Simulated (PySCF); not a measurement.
Working out the ionisation energy of S⁺

S⁺ [Ne] 3s2 3p3 (4S) → S²⁺ [Ne] 3s2 3p2 (3P). Calculation: PySCF 2.14, in aug-cc-pwCVTZ (8s7p5d3f, 75 functions); the non-relativistic Hamiltonian (point nucleus). Frozen: nothing. Energies in hartree (1 hartree = 27.21139 eV):

```
            part   S⁺ (lower)  S²⁺ (upper)
             UHF  -397.170550  -396.335676
CCSD correlation    -0.404325    -0.382914
             (T)    -0.006176    -0.004808
```

Q: What does Hartree-Fock give?

A: (-396.335676) − (-397.170550) = 0.834874 hartree = 22.718 eV.

Q: What do CCSD and CCSD(T) give?

A: The CCSD correlation energies differ by 0.021411 hartree = 0.583 eV and the triples by 0.001368 hartree = 0.037 eV, so CCSD gives 23.301 eV and CCSD(T) 23.338 eV.

A first-order spin-orbit estimate adds -0.061 eV to CCSD(T) (all electrons), giving 23.277 eV against 23.338 eV (measured; NIST Atomic Spectra Database, ionization energies).

What remains against the reference includes basis incompleteness and higher excitations.
